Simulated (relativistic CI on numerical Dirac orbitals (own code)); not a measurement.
# Slater and spin-orbit integrals, Cd XXXI

Computed by Dirac-Coulomb-Breit CI, separate exchange-only KLI orbitals for each configuration, QED by a radiative potential, unscaled Slater integrals (own radial code, finite nucleus).

Slater integrals F^k, G^k are unscaled and averaged over j, outside the closed core [Ne]; ζ comes from projecting the Hamiltonian with its Breit term on Σ l·s of the shell.

- 3s2 3p5 3d: ζ(3p) = 234280, F^2(3p,3d) = 313490, G^1(3p,3d) = 335140, G^3(3p,3d) = 223850, ζ(3d) = 30367 cm⁻¹; <r>(3p) = 0.3176, <r^2>(3p) = 0.1164, <r>(3d) = 0.283, <r^2>(3d) = 0.09281 (bohr units).
- 3s 3p6 3d: G^2(3s,3d) = 251410, ζ(3d) = 30589 cm⁻¹; <r>(3s) = 0.3261, <r^2>(3s) = 0.1211, <r>(3d) = 0.2833, <r^2>(3d) = 0.09301 (bohr units).
- 3s2 3p5 4s: ζ(3p) = 238060, G^1(3p,4s) = 40100 cm⁻¹; <r>(3p) = 0.3153, <r^2>(3p) = 0.1147, <r>(4s) = 0.6249, <r^2>(4s) = 0.4388 (bohr units).

Averages of the first 10 configurations, taken without configuration mixing, which lowers the lowest level and can move excited configurations by several eV; other configurations of the list can lie among them:

```tsv
Configuration	Parity	States	Average energy above the lowest level (eV)
3s2 3p6	even	1	0.3
3s2 3p5 3d	odd	60	165.3
3s 3p6 3d	even	20	308.7
3s2 3p5 4s	odd	12	850.9
3s2 3p5 4p	even	36	902.8
3s2 3p5 4d	odd	60	970.0
3s 3p6 4s	even	4	995.3
3p6 3d 4p	odd	60	1354.8
3p6 3d2	even	45	623.9
3p5 3d3	odd	720	787.3
```
